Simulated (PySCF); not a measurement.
CH2O, SMILES [H]/[C-]=[O+]/[H]. The structure is a stationary point at ωB97X-D3(BJ)/def2-TZVPD.

Calculation: ωB97X-D3(BJ)/def2-TZVPD in PySCF.

Harmonic wavenumbers (cm⁻¹): 1089, 1222, 1358, 1507, 2903, 3765. Rotational constants (GHz): 291.1, 36.62, 32.53; symmetry number 1.

Question: Work out the zero-point energy and the ideal-gas rigid-rotor harmonic-oscillator thermochemistry at 298.15 K and 1 atm.

Answer: ZPE = ½ Σ hcν = ½ × 11845 cm⁻¹ = 16.93 kcal/mol. H − E(el) = 19.34 kcal/mol. Entropy in cal/(mol K): translation 36.13, rotation 17.48, vibration 0.14, total 53.75. G − E(el) = 3.31 kcal/mol. Cp = 8.62 cal/(mol K).
